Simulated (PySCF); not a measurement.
Cost of response and excited-state runs on `F[SiH2][SiH2]S(C)(=O)=O`, CH₇FO₂SSi₂

Molfile (atoms numbered from 1):
```
CH7FO2SSi2
     RDKit          3D

 14 13  0  0  0  0  0  0  0  0999 V2000
    2.3755    0.1118    0.6975 C   0  0  0  0  0  0  0  0  0  0  0  0
    0.7904    0.6185    0.0475 S   0  0  0  0  0  6  0  0  0  0  0  0
    0.0320    1.2110    1.1719 O   0  0  0  0  0  0  0  0  0  0  0  0
    1.0440    1.4099   -1.1616 O   0  0  0  0  0  0  0  0  0  0  0  0
   -0.5175   -1.1082   -0.4695 Si  0  0  0  0  0  4  0  0  0  0  0  0
   -2.4748    0.1931   -0.3771 Si  0  0  0  0  0  4  0  0  0  0  0  0
   -3.6212   -0.5895   -1.2374 F   0  0  0  0  0  0  0  0  0  0  0  0
    2.9474   -0.3857   -0.0961 H   0  0  0  0  0  0  0  0  0  0  0  0
    2.2252   -0.5349    1.5710 H   0  0  0  0  0  0  0  0  0  0  0  0
    2.8637    1.0524    0.9916 H   0  0  0  0  0  0  0  0  0  0  0  0
   -0.1241   -1.6847   -1.7854 H   0  0  0  0  0  0  0  0  0  0  0  0
   -0.3777   -2.1128    0.6249 H   0  0  0  0  0  0  0  0  0  0  0  0
   -2.9500    0.3146    1.0242 H   0  0  0  0  0  0  0  0  0  0  0  0
   -2.2138    1.5035   -1.0240 H   0  0  0  0  0  0  0  0  0  0  0  0
  1  2  1  0
  2  3  2  0
  2  4  2  0
  2  5  1  0
  5  6  1  0
  6  7  1  0
  1  8  1  0
  1  9  1  0
  1 10  1  0
  5 11  1  0
  5 12  1  0
  6 13  1  0
  6 14  1  0
M  END
```

PySCF with density fitting, on 1 thread of an Intel Xeon 6975P-C, shared host. Command: `OMP_NUM_THREADS=1 python excited_run.py task.json out`

(1) How long does each of these runs take, and how much memory?
- first hyperpolarisability, CAM-B3LYP/def2-SVPD; wavelengths [1064] nm
- excited states, wB97X-D/def2-SVPD; Tamm-Dancoff; spin-orbit couplings; 5 states; 4 triplets; quadratic response for 4 states
- excited states, B3LYP/def2-SVPD; two-photon moments; 6 states; quadratic response for 5 states; 0 triplets

Answers

(1) 
```tsv
run	level	basis functions	wall time	peak memory (GiB)
first hyperpolarisability	CAM-B3LYP/def2-SVPD	220	46 s	0.94
excited states	wB97X-D/def2-SVPD	220	41 s	0.89
excited states	B3LYP/def2-SVPD	220	47 s	0.89
```
Times from a shared host are rough.
